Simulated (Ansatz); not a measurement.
CH6FInOSi. Total charge 0; spin multiplicity 1. In: def2 effective core potential. The bonds changed during the relaxation, so this is another structure than the one it started from. The structure was optimised at the PBE0-D4/def2-TZVP level. It is one conformer, not always the lowest.

```xyz
11

C     0.725    1.162    0.396
Si   -0.693   -0.058    0.342
F    -1.426    0.318    1.775
In    0.414   -2.964   -0.682
O     0.114   -0.919   -1.269
H     0.893    1.623   -0.580
H     0.531    1.944    1.132
H     1.653    0.654    0.674
H    -0.420   -1.490    0.852
H    -1.874    0.202   -0.522
H     0.084   -0.472   -2.117
```

Q: What is the dipole moment at r2SCAN/def2-TZVPP? (Best estimate.)

A: The calculation gave: 5.23 D, with components (2.36, -2.97, -3.60) D in this frame, pointing from negative to positive charge.

Q: And with PBE, B3LYP, ωB97M-V? (Best estimate.)

A: Ansatz gave: PBE 5.20 D, B3LYP 5.45 D, ωB97M-V 5.43 D.

Q: Give the Mulliken charges with r2SCAN, B3LYP, PBE in def2-TZVPP. (An estimate is asked.)

A: Computed: 
```csv
atom,r2SCAN,B3LYP,PBE
C1,-0.30,-0.39,-0.37
Si2,0.68,0.70,0.55
F3,-0.41,-0.41,-0.36
In4,0.49,0.49,0.43
O5,-0.54,-0.53,-0.46
H6,0.05,0.08,0.08
H7,0.08,0.11,0.11
H8,0.06,0.08,0.09
H9,-0.15,-0.16,-0.11
H10,-0.13,-0.13,-0.12
H11,0.19,0.17,0.17
```

B3LYP here is the variant with VWN-RPA as its local correlation; programs differ in this.
